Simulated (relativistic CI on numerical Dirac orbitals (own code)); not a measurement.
**Rb30+: sensitivity of the levels to the model**

Base calculation: Dirac-Coulomb-Breit CI, KLI orbitals optimised for each configuration, model QED (radiative potential, 1s self-energy scaled to tabulated hydrogen-like ionisation energies), unscaled Slater integrals.

Configurations in the expansion (outside the closed core 1s2): 2s²2p³, 2s2p⁴, 2p⁵, 2p⁴3s, 2p⁴3p, 2p⁴3d, 2s²2p²3s, 2s²2p²3p, 2s²2p²3d, 2s2p³3s, 2s2p³3p, 2s2p³3d, 2s²2p²4s, 2s²2p²4p, 2s²2p²4d, 2s²2p²4f. Levels of other configurations are missing.

The lowest level and the first level of each name with at least 55 % of one term (blank where a level has no safe partner in the second run):

| Level | Base (eV) | Shift (eV) |
| --- | --- | --- |
| 2s²2p³ ⁴S°3/2 | 0.00 | 0.00 |
| 2s²2p³ ²D°5/2 | 67.71 | +0.11 |
| 2s²2p³ ²P°1/2 | 84.92 | -0.26 |
| 2s²2p³ ²P°3/2 | 138.11 | -0.09 |
| 2s2p⁴ ⁴P5/2 | 183.93 | -0.15 |
| 2s2p⁴ ⁴P3/2 | 218.77 | -0.01 |
| 2s2p⁴ ⁴P1/2 | 219.69 | -0.17 |
| 2s2p⁴ ²D5/2 | 276.84 | +0.18 |
| 2s2p⁴ ²P3/2 | 308.49 | +0.45 |
| 2p⁵ ²P°3/2 | 454.38 | +0.55 |
| 2p⁵ ²P°1/2 | 518.93 | +0.56 |
| 2s²2p²3s ⁴P1/2 | 2000.72 |  |
| 2s²2p²3s ⁴P3/2 | 2054.90 |  |
| 2s²2p²3s ²P1/2 | 2059.97 |  |

At this charge energies of transitions that change n are usually good to better than 1 %, and those within a shell (Δn = 0) to a few per cent.

Problem. One thing was changed in a second run, which moved the levels as shown. Which?
A. non-relativistic limit
B. only the first 3 configurations
C. QED terms removed
D. Breit term removed

Solution. B. Only the first 3 configurations. With fewer configurations the levels that remain lose their mixing partners.

LS names give the leading component of a level, which can be under half, so a name can repeat, a term be missing and a line seem to break the LS rules.
